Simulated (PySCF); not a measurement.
CsCl, SMILES [Cl][Cs].

The structure is a stationary point at PBE-D3(BJ)/def2-TZVPD. The def2 effective core potentials stand for the cores of Cs; spin–orbit coupling is left out.

Level of theory: PBE-D3(BJ)/def2-TZVPD in PySCF.

Frequencies are harmonic and unscaled.

```json
[
 {"mode": "1", "ν (cm⁻¹)": "206", "IR (km/mol)": "57.0", "moving atoms (share of kinetic energy)": "Cl 79 %, Cs 21 %"}
]
```
